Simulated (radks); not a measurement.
Ne7+, configuration [He] 2s1 (the NIST ground configuration).

All-electron calculation, scalar-relativistic Kohn-Sham, PBE, spin-polarised, spherical densities, point nucleus; open shells are filled with parallel spins first. Program: a radial shooting solver on a logarithmic mesh with Libxc functionals.

Energy parts (Ry):
part                      energy
total                 -205.46251
kinetic                205.85951
electron-nucleus      -430.41990
Hartree                 32.72195
exchange-correlation   -13.62407

Orbitals (lengths in bohr, moments of r in powers of bohr; <r^-3> diverges for s and p1/2; r(max) is where P^2 peaks):
orbital  occ.  eigenvalue (Ry)     <r>  r(max)  <r^-3>
1s up       1        -80.01998  0.1566  0.1023       -
1s down     1        -79.85171  0.1565  0.1024       -
2s up       1        -16.63246  0.6849  0.5873       -
2p up       0        -15.42404  0.6059  0.4849   25.27
3s up       0         -6.69477   1.609   1.537       -

The highest occupied level is 2s up at -226.30 eV. Spin moment in Bohr magnetons: 1. For comparison, the ionisation energy in NIST's Atomic Spectra Database is 239.10 eV (semi-empirical). In exact Kohn-Sham theory the highest level is minus the ionisation energy, but local and semilocal functionals leave it too shallow, through self-interaction and a potential that decays too fast; potentials with the right tail come closer.
